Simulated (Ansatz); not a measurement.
C₃H₈Si⁺, that is SiH2Me(vinyl) with one electron fewer, relaxed as a doublet with UKS r2SCAN-D4/def2-SVP in Ansatz, starting from the r2SCAN-D4/def2-SVP geometry of the neutral singlet. Force threshold 0.02 eV/Å.

Start:

Cartesian coordinates in Å:
```
Si -0.288 -0.801 -0.175
H -0.851 -1.322 1.111
H -0.970 -1.505 -1.308
C 1.559 -1.144 -0.271
H 1.764 -2.226 -0.243
H 2.089 -0.673 0.572
H 1.985 -0.745 -1.206
C -0.650 1.034 -0.268
C -1.256 1.733 0.705
H -0.342 1.582 -1.171
H -1.595 1.256 1.633
H -1.445 2.811 0.622
```

| step | energy (eV) | largest force component (eV/Å) | SCF passes |
| --- | --- | --- | --- |
| 1 | -11101.2925 | 2.140 | 38 |
| 2 | -11101.4732 | 0.578 | 42 |
| 3 | -11101.5395 | 0.896 | 44 |
| 4 | -11101.5602 | 1.371 | 46 |
| 5 | -11101.6265 | 0.982 | 40 |
| 6 | -11101.6578 | 0.559 | 39 |
| 7 (rejected) | -11101.6430 | 0.374 | 40 |
| 8 | -11101.6770 | 0.156 | 39 |
| 9 | -11101.6780 | 0.169 | 36 |
| 10 | -11101.6815 | 0.069 | 38 |
| 11 | -11101.6832 | 0.072 | 40 |
| 12 | -11101.6847 | 0.085 | 39 |
| 13 | -11101.6855 | 0.080 | 39 |
| 14 | -11101.6860 | 0.060 | 39 |
| 15 | -11101.6864 | 0.037 | 32 |
| 16 (rejected) | -11101.6858 | 0.054 | 39 |
| 17 | -11101.6865 | 0.014 | 32 |

Force components are those of the run's own axes.

End:

```xyz
12

Si   -0.420   -0.953   -0.279
H    -1.073   -1.485    0.940
H    -0.928   -1.506   -1.556
C     1.484   -0.983   -0.163
H     1.665   -2.076   -0.114
H     1.868   -0.505    0.748
H     1.954   -0.561   -1.061
C    -0.637    0.951   -0.335
C    -1.017    1.692    0.744
H    -0.472    1.423   -1.319
H    -0.827    1.383    1.783
H    -1.599    2.619    0.611
```

By distances, no bond broke or formed. The bond that changes most is Si1–C8, from 1.87 to 1.92 Å (atoms count from 1).

No frequencies were taken in this run, so the end may be a saddle point.

Run time 2.3 min (4 threads of Intel Xeon on a shared host).
